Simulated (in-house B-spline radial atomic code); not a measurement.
Sr. Computed with a B-spline radial atomic code. Model: non-relativistic spherical atom: semilocal Troullier-Martins pseudo-atom, one channel per l, against all electrons, high spin, G0W0 and RPA with empty states to l = 8, local potential for every l without a channel, a model core (radius 0 = none) keeps its share of the functional.

Without relativity these are model numbers for so heavy an element.

What the tables leave out is listed at the end.

The pseudopotential gives back the lowest level of each angular momentum of its own functional in the configuration it was made in; a second state of the same l is only approximately right. Exact exchange, RPA and GW see the smooth pseudo-orbitals and miss the exchange with the core, for which the functional's share stands in. The column with an uncorrelated core keeps all orbitals and exact exchange, and so separates missing core correlation from pseudisation. Only the three outermost levels and the lowest empty one were computed. RPA here is direct RPA, with no exchange kernel, and its energies carry an (l + 1/2)⁻⁴ tail. A hybrid on a potential with a model core restores only its own semilocal share of the core's exchange.

Command:
```bash
python run_psgw.py task.json out
```
Settings (lengths in bohr, energies in hartree):
```
Z                      38
electrons              38
configuration          [Kr] 5s2
generated_in           [Kr] 5s2
functional             pbe,pbe
core_shells            5
radius_factor          0.9
core_correction        True
ion_configuration      [Kr] 5s1
```

Run time, properties included: 74 s on 1 thread of Arm Neoverse N1 (shared host).

Given: made with PBE; model core radius 0.234 bohr; local radius 1.042 bohr; mean-field start PBE.

Valence shells of the generating configuration: 3d, 4s, 4p, 5s.

Channel: s 1.105, p 1.197, d 1.015 (radii in bohr).

Computed: largest level miss in the spin-unpolarised generating configuration 0.033 eV; valence RPA correlation energy all-electron orbitals -1.2378 hartree; valence RPA correlation energy pseudo -1.4414 hartree; all-electron RPA polarisability, core included 140.82 bohr³; ionisation by mean-field all-electron 5.6181 eV; ionisation by mean-field pseudo minus all 0.048 eV; ionisation by RPA pseudo minus all 0.053 eV.

| level | occupied | mean-field all-electron (eV) | mean-field pseudo minus all (eV) | G0W0 all-electron (eV) | G0W0 uncorrelated core minus all (eV) | G0W0 pseudo minus all (eV) | exchange self-energy all-electron (eV) | exchange self-energy pseudo (eV) |
| --- | --- | --- | --- | --- | --- | --- | --- | --- |
| 5s | 1 | -3.4788 | -0.033 | -5.6626 | -0.002 | -0.078 | -6.7766 | -6.634 |

Question: What is the ionisation by RPA all-electron?

Answer: 6.0537 eV.

Question: What is the pseudo-atom RPA polarisability?

Answer: 138.37 bohr³.

Given: mean-field start PBE0.

Computed: valence RPA correlation energy all-electron orbitals -1.1788 hartree; all-electron RPA polarisability, core included 121.82 bohr³; ionisation by mean-field all-electron 5.5366 eV; ionisation by mean-field pseudo minus all 0.038 eV; ionisation by RPA all-electron 5.8598 eV; ionisation by RPA pseudo minus all 0.044 eV.

```json
{"level": "5s", "occupied": "1", "mean-field all-electron (eV)": "-3.9936", "mean-field pseudo minus all (eV)": "-0.031", "G0W0 all-electron (eV)": "-5.7599", "G0W0 uncorrelated core minus all (eV)": "-0.002", "G0W0 pseudo minus all (eV)": "-0.064", "exchange self-energy all-electron (eV)": "-6.6724", "exchange self-energy pseudo (eV)": "-6.524"}
{"level": "5p (empty)", "occupied": "0", "mean-field all-electron (eV)": "-0.9469", "mean-field pseudo minus all (eV)": "-0.017", "G0W0 all-electron (eV)": "-0.20841", "G0W0 uncorrelated core minus all (eV)": "-0.001", "G0W0 pseudo minus all (eV)": "-0.017", "exchange self-energy all-electron (eV)": "-1.3862", "exchange self-energy pseudo (eV)": "-1.3279"}
```

Question: What is the pseudo-atom RPA polarisability?

Answer: 120.4 bohr³.

Question: What is the valence RPA correlation energy pseudo?

Answer: -1.3874 hartree.

Among the listed levels the largest G0W0 shift of the pseudo-atom is -0.08 eV, for 5s on the PBE start, while leaving the core uncorrelated moves that level by 0.00 eV. The rest, -0.08 eV, comes from pseudisation and the lost core exchange. Not in the tables (levels of low weight, unsolved or above zero; the highest and the empty levels are kept at any weight): on PBE the G0W0 levels 4p (pseudo minus all -0.07 eV, weights 0.07 and 0.08), 4s (pseudo minus all -0.82 eV, weights 0.05 and 0.04); on PBE0 the G0W0 levels 4p (pseudo minus all -0.38 eV, weights 0.50 and 0.56), 4s (pseudo minus all -0.55 eV, weights 0.50 and 0.51); no Hartree-Fock pseudo-atom is run with a model core.
